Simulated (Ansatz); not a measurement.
Sn₂H. The state is a doublet with charge 0. Geometry r2SCAN-D4/def2-TZVP.

```xyz
3

Sn    0.150   -0.046   -0.243
Sn   -1.190    0.354    1.931
H     1.040   -0.308   -1.688
```

In the def2 sets Sn takes a core potential; there is no spin–orbit coupling. At LDA (SPW92)/def2-TZVP the gap within one spin of the charge 0 doublet nearly closes, so an electron or hole may be smeared out by delocalisation error. Another isomer (doublet) lies 0.58 eV lower at PBE0-D4/def2-TZVP; other spin states weren't run for this one.

Estimate the α-spin orbital energies around the gap (eV) in Ansatz with LDA (SPW92)/def2-TZVP, PBE-D4/def2-TZVP, revPBE-D4/def2-TZVP, r2SCAN-D4/def2-TZVP, PBE0-D4/def2-TZVP.


```
orbital  LDA (SPW92)/def2-TZVP  PBE-D4/def2-TZVP  revPBE-D4/def2-TZVP  r2SCAN-D4/def2-TZVP  PBE0-D4/def2-TZVP
 HOMO−5                 -25.22            -25.19               -25.16               -25.93             -28.01
 HOMO−4                 -12.81            -12.57               -12.50               -13.09             -14.14
 HOMO−3                 -10.70            -10.46               -10.39               -10.85             -11.73
 HOMO−2                  -6.98             -6.82                -6.77                -7.06              -7.71
 HOMO−1                  -5.17             -5.06                -5.02                -5.42              -5.83
   HOMO                  -4.73             -4.55                -4.49                -4.71              -5.28
   LUMO                  -3.03             -2.87                -2.81                -2.92              -2.31
 LUMO+1                  -2.66             -2.45                -2.38                -2.39              -1.89
 LUMO+2                  -2.31             -2.14                -2.08                -1.98              -1.44
 LUMO+3                   1.04              1.05                 1.05                 1.86               1.59
 LUMO+4                   1.58              1.67                 1.71                 2.39               2.26
 LUMO+5                   1.83              1.84                 1.88                 2.89               2.40
 β HOMO                  -4.56             -4.39                -4.33                -4.59              -5.10
 β LUMO                  -4.61             -4.27                -4.14                -4.04              -3.49
```
